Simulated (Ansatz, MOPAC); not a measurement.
Spectroscopic constants of LiF+, multiplicity 2 (lowest of 2S+1 = 2, 4 at CCSD(T)/def2-TZVPP on PBE0 minima; our sources give no spin for the ground state, which may be another).

Constants: fifth-degree fit in 1/R to seven points, most abundant isotopes. In def2 and cc sets the state is the lowest found near the PBE0 minimum, followed along R.

Run with Ansatz (Gaussian orbitals); MOPAC for PM7 (differences of heats of formation). 

```
level                 r_e (Å)  ω_e (cm⁻¹)  B_e (cm⁻¹)  ω_e x_e (cm⁻¹)
--------------------  -------  ----------  ----------  --------------
PM7                     1.971         272       0.847             9.7
SVWN5/def2-TZVPP        2.004         318       0.819              13
PBE/def2-TZVPP          2.060         294       0.775              12
r2SCAN/def2-TZVPP       2.082         270       0.759              13
B97M-V/def2-TZVPP       2.050         286       0.783              13
B3LYP/def2-TZVPP        2.039         301       0.791              12
PBE0/def2-TZVPP         2.044         295       0.788              14
BHLYP/def2-TZVPP        2.004         316       0.819              13
CAM-B3LYP/def2-TZVPP    2.017         313       0.809              12
wB97X-V/def2-TZVPP      2.061         290       0.775              13
wB97M-V/def2-TZVPP      2.051         293       0.782              13
B2PLYP/def2-TZVPP       2.033         302       0.796              13
CCSD/aug-cc-pVTZ        2.067         289       0.770              12
CCSD/def2-TZVPP         2.057         282       0.777              14
CCSD/def2-QZVPP         2.035         306       0.795              12
CCSD(T)/aug-cc-pVTZ     2.071         287       0.767              12
CCSD(T)/def2-TZVPP      2.059         282       0.776              14
CCSD(T)/def2-QZVPP      2.037         305       0.793              12
```

Correlated levels freeze the inner cores; with def2 sets outer-core shells near the valence are correlated too. The state that PM7 reach isn't checked; PM7 holds dispersion and hydrogen-bond terms.

Ansatz is an electronic-structure program.
